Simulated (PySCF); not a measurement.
How methods differ on the excitation energy of Rh

Rh [Kr] 4d8 5s1 (4F) → Rh [Kr] 4d7 5s1 5p1 (high-spin determinant), as a difference of total energies. Computed with PySCF 2.14 in aug-cc-pwCVDZ-PP with ECP28MDF (6s6p5d3f, 70 functions), with a scalar-relativistic core potential. Correlated levels: valence: 4s2 4p6 frozen; valence and next inner shell: nothing frozen outside the core potential. The calculations carry no spin-orbit coupling.

| method | excitation energy (cm⁻¹) |
| --- | --- |
| UHF | 22442 |
| LDA | 39712 |
| PBE | 38261 |
| PBE0 | 35920 |
| r2SCAN | 35419 |
| wB97M-V | 35409 |
| BLYP | 39635 |
| B3LYP | 37996 |
| PW91 | 38387 |
| MP2 (valence) | 34757 |
| SCS-MP2 (valence) | 36130 |
| MP2 (valence and next inner shell) | 34126 |
| SCS-MP2 (valence and next inner shell) | 34301 |

The determinant of the upper state mixes LS terms, which raises its energy above the lowest term, most at the Hartree-Fock and MP2 levels.
